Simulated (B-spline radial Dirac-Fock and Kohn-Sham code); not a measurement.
Z = 45 (rhodium), transition energy 500 keV. Model: a Dirac-Hartree-Slater potential of the neutral atom with a Latter tail (no hole, which puts coefficients of high multipoles low close above an edge), finite nucleus with surface currents. Program: a radial B-spline solver. Subshells that would emit electrons below 1 keV are left out.

Problem. A pure transition shows α(K) = 0.0418, L1/L2 = 11.5 and L1/L3 = 17.8. What is its multipolarity?
A. E2
B. M1
C. E4
D. E3
E. M4
F. M3
G. E1
H. M2

Solution. F. For comparison, α(K), L1/L2, L1/L3 are E1 0.00158, 35.3, 23.5; E2 0.00493, 10.5, 12.7; E3 0.0137, 3.94, 6.78; E4 0.0368, 1.93, 3.95; M1 0.00448, 30.4, 87.6; M2 0.0145, 17.6, 49.7; M4 0.118, 8.13, 8.16.

Values without a named source are computed, but for edge energies of neutral atoms, which are taken from tables.
